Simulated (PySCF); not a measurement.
Isomers of C3H7Al. Level of theory: PBE0-D3(BJ)/def2-SVP geometry optimisation, gas phase in PySCF. Energies are electronic, without zero-point or thermal terms, for one conformer each. No frequencies were run at this level. Point groups hold within 0.08 Å.

**Question.** Rank from lowest to highest electronic energy at this level (kcal/mol).
A. `C=[C](C)[AlH2]`
B. `[CH2:1]=[CH:2][CH2:3][AlH2:4]` with C1–C2–C3–Al4 -5°, C2–C3–Al4–H -84° and 97°
C. `[AlH2:1][CH:2]1[CH2:3][CH2:4]1` with H–Al1–C2–C3 34° and -146°

**Answer.** A (0.0), C (2.4), B (4.0).

Neighbours under 2.5 kcal/mol apart (C=[C](C)[AlH2] and [AlH2][CH]1CC1; [AlH2][CH]1CC1 and C=C[CH2][AlH2]) can change places with a better method, another conformer or zero-point energy.

```tsv
SMILES	E (Eh)	E rel (kcal/mol)	dipole (D)	point group	A, B, C (MHz)
C=[C](C)[AlH2]	-360.49511	0.0	0.85	Cs	9068, 4169, 2907
[AlH2][CH]1CC1	-360.49123	2.4	0.94	Cs	14914, 3447, 3326
C=C[CH2][AlH2]	-360.48866	4.0	1.06	near Cs	10986, 3772, 2986
```

**Question.** As an exercise, what shares would exp(−E/RT) give at 2000 K from these electronic energies alone (no entropy, no degeneracies)?

**Answer.** RT = 3.974 kcal/mol: C=[C](C)[AlH2] 52.5 %, [AlH2][CH]1CC1 28.5 %, C=C[CH2][AlH2] 19.0 %.
